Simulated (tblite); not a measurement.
C9H13F.
Numbering: `[CH2:1]=[CH:2][CH2:3][C:4]1=[C:5]([F:6])[C@@H:7]1[CH2:8][CH2:9][CH3:10]` (hydrogens: H11, H12 on C1; H13 on C2; H14, H15 on C3; H16 on C7; H17, H18 on C8; H19, H20 on C9; H21, H22, H23 on C10)

Computed with GFN2-xTB (tblite), gas phase: L-BFGS steps from a force-field or distance-geometry start until the largest atomic force falls under 0.01 eV/Å.

Step 41: E = -830.2120 eV
```
atom  x, y, z in Å  |  force x, y, z in eV/Å
C1     -3.0695    1.0636    1.6279   -0.025   0.031  -0.005
C2     -2.3618   -0.0475    1.6830    0.015   0.048   0.012
C3     -2.1428   -0.9409    0.4947   -0.044   0.010   0.015
C4     -0.7624   -1.4416    0.3883    0.030   0.007   0.017
C5      0.1830   -2.2573    0.7385    0.007   0.041  -0.052
F6      0.6517   -3.1940    1.5512   -0.029  -0.026  -0.009
C7      0.5348   -1.3862   -0.4175    0.084  -0.059   0.032
C8      1.5731   -0.2933   -0.2533    0.010   0.020  -0.019
C9      1.3683    0.9157   -1.1685    0.018  -0.003  -0.023
C10     2.6549    1.7322   -1.2364   -0.028   0.006   0.003
H11    -3.2450    1.6796    2.4924    0.026  -0.004   0.025
H12    -3.5202    1.3985    0.7083    0.003   0.034  -0.021
H13    -1.9237   -0.3765    2.6153    0.029  -0.048  -0.035
H14    -2.8056   -1.8066    0.5980   -0.045  -0.058   0.012
H15    -2.4130   -0.4125   -0.4207   -0.002   0.029  -0.020
H16     0.5382   -1.8240   -1.4173   -0.004   0.014   0.041
H17     2.5497   -0.7325   -0.4842   -0.018   0.009   0.042
H18     1.5980    0.0480    0.7853   -0.025  -0.064  -0.025
H19     0.5495    1.5325   -0.7899    0.034  -0.031  -0.015
H20     1.0958    0.5823   -2.1722    0.011  -0.045   0.013
H21     2.5364    2.6175   -1.8568   -0.049   0.002   0.029
H22     3.4589    1.1294   -1.6572   -0.026   0.036   0.023
H23     2.9470    2.0405   -0.2345    0.027   0.053  -0.040
```

Step 42: E = -830.2135 eV
```
atom  x, y, z in Å  |  force x, y, z in eV/Å
C1     -3.0653    1.0647    1.6285   -0.031   0.017   0.003
C2     -2.3590   -0.0474    1.6811   -0.003   0.038   0.007
C3     -2.1452   -0.9419    0.4923   -0.016   0.015   0.011
C4     -0.7631   -1.4404    0.3857   -0.013   0.027   0.011
C5      0.1827   -2.2525    0.7405    0.033  -0.055   0.008
F6      0.6468   -3.1963    1.5489   -0.035  -0.004  -0.010
C7      0.5390   -1.3865   -0.4149    0.016  -0.030   0.013
C8      1.5736   -0.2918   -0.2522    0.005   0.015  -0.019
C9      1.3666    0.9153   -1.1687    0.032   0.004  -0.023
C10     2.6526    1.7334   -1.2356   -0.020   0.001  -0.005
H11    -3.2412    1.6804    2.4930    0.040  -0.005   0.031
H12    -3.5196    1.3997    0.7111    0.002   0.035  -0.038
H13    -1.9180   -0.3786    2.6110    0.027  -0.041  -0.025
H14    -2.8081   -1.8084    0.5958   -0.025  -0.032   0.014
H15    -2.4156   -0.4119   -0.4222   -0.006   0.021  -0.023
H16     0.5427   -1.8269   -1.4122    0.007   0.005   0.001
H17     2.5485   -0.7327   -0.4829    0.018   0.019   0.034
H18     1.5979    0.0488    0.7856   -0.020  -0.047   0.002
H19     0.5471    1.5328   -0.7928    0.031  -0.042  -0.011
H20     1.0958    0.5779   -2.1718    0.016  -0.030   0.016
H21     2.5339    2.6187   -1.8565   -0.045  -0.006   0.041
H22     3.4565    1.1301   -1.6557   -0.020   0.037   0.013
H23     2.9466    2.0405   -0.2334    0.008   0.056  -0.051
```

Step 43: E = -830.2145 eV
```
atom  x, y, z in Å  |  force x, y, z in eV/Å
C1     -3.0610    1.0658    1.6292   -0.025   0.007   0.009
C2     -2.3551   -0.0471    1.6781   -0.010   0.022   0.013
C3     -2.1477   -0.9424    0.4884    0.010   0.012   0.007
C4     -0.7643   -1.4401    0.3827   -0.013   0.009   0.007
C5      0.1818   -2.2500    0.7421    0.022  -0.088   0.045
F6      0.6434   -3.1952    1.5513   -0.041   0.013  -0.016
C7      0.5419   -1.3885   -0.4133   -0.032  -0.001  -0.014
C8      1.5717   -0.2902   -0.2516    0.012  -0.005  -0.004
C9      1.3644    0.9153   -1.1694    0.032  -0.001  -0.012
C10     2.6497    1.7337   -1.2343   -0.008   0.005  -0.010
H11    -3.2321    1.6813    2.4956    0.043  -0.011   0.012
H12    -3.5195    1.4005    0.7132    0.006   0.032  -0.019
H13    -1.9072   -0.3809    2.6048    0.006  -0.021  -0.040
H14    -2.8106   -1.8102    0.5925   -0.007   0.004   0.011
H15    -2.4174   -0.4107   -0.4259   -0.008   0.004  -0.009
H16     0.5475   -1.8318   -1.4088    0.013   0.001  -0.018
H17     2.5474   -0.7301   -0.4789    0.035   0.023   0.028
H18     1.5922    0.0495    0.7861   -0.014  -0.029   0.015
H19     0.5448    1.5332   -0.7954    0.016  -0.041  -0.006
H20     1.0947    0.5752   -2.1718    0.019  -0.021   0.010
H21     2.5321    2.6195   -1.8546   -0.045  -0.005   0.036
H22     3.4533    1.1299   -1.6531   -0.005   0.033  -0.003
H23     2.9454    2.0402   -0.2325   -0.007   0.056  -0.044
```

Problem. Estimate the geometry and energy of step 44. (The exact step hangs on the optimiser's Hessian estimate; all steps are aligned on step 43, rigid shifts and turns removed.)

Solution. E = -830.2154 eV, largest force 0.091 eV/Å
```
atom  x, y, z in Å  |  force x, y, z in eV/Å
C1     -3.0599    1.0668    1.6301   -0.009  -0.002   0.005
C2     -2.3540   -0.0462    1.6768   -0.014   0.000  -0.008
C3     -2.1493   -0.9421    0.4866    0.027   0.004  -0.002
C4     -0.7645   -1.4390    0.3824   -0.023   0.002  -0.005
C5      0.1805   -2.2500    0.7430    0.009  -0.076   0.050
F6      0.6386   -3.1969    1.5514   -0.034   0.005  -0.004
C7      0.5440   -1.3896   -0.4114   -0.055   0.020  -0.024
C8      1.5719   -0.2894   -0.2513    0.008  -0.026   0.012
C9      1.3641    0.9148   -1.1704    0.020  -0.016   0.008
C10     2.6476    1.7345   -1.2340    0.006   0.008  -0.011
H11    -3.2272    1.6822    2.4972    0.038  -0.007   0.011
H12    -3.5186    1.4019    0.7142    0.002   0.033  -0.008
H13    -1.9020   -0.3836    2.5998   -0.001  -0.007  -0.020
H14    -2.8112   -1.8120    0.5918    0.008   0.039   0.005
H15    -2.4191   -0.4096   -0.4280   -0.005  -0.017   0.007
H16     0.5508   -1.8333   -1.4059    0.010  -0.008  -0.039
H17     2.5479   -0.7281   -0.4767    0.052   0.016   0.020
H18     1.5908    0.0489    0.7862   -0.011  -0.008   0.032
H19     0.5443    1.5319   -0.7973   -0.004  -0.032  -0.003
H20     1.0951    0.5719   -2.1718    0.023  -0.013   0.003
H21     2.5295    2.6203   -1.8529   -0.048   0.009   0.014
H22     3.4512    1.1315   -1.6518    0.017   0.023  -0.021
H23     2.9449    2.0422   -0.2335   -0.017   0.051  -0.022
```

The energy changes by -0.0009 eV. The first-order estimate −F·Δx gives -0.0013 eV and the mean of the old and new forces, exact on a quadratic surface, -0.0010 eV. The step makes an angle of 64° with the force vector and moves no atom by more than 0.008 Å.

The cost below is that of the whole relaxation. Time: 2.4 s wall. Hardware: one thread of an Arm Neoverse N1, shared host.
